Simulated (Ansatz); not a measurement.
Be₄⁺. The state is a doublet with charge 1. Geometry relaxed at PBE/def2-TZVP.

Cartesian coordinates in Å:
```
Be 0.784 0.539 -1.181
Be -1.160 -0.330 -0.920
Be 1.159 0.331 0.920
Be -0.783 -0.540 1.181
```

The structure comes from a short search, and lower isomers may exist.

Q: Estimate the harmonic wavenumbers at UKS PBE/def2-TZVP (Ansatz, unscaled). Is this a minimum?

A: 165, 227, 475, 518, 519, 559 cm⁻¹. Yes, no mode is imaginary beyond noise. Zero-point energy 14.7 kJ/mol. Hardware: 4 threads of Intel Xeon Platinum 8488C on a shared host. Wall time 6.5 s.
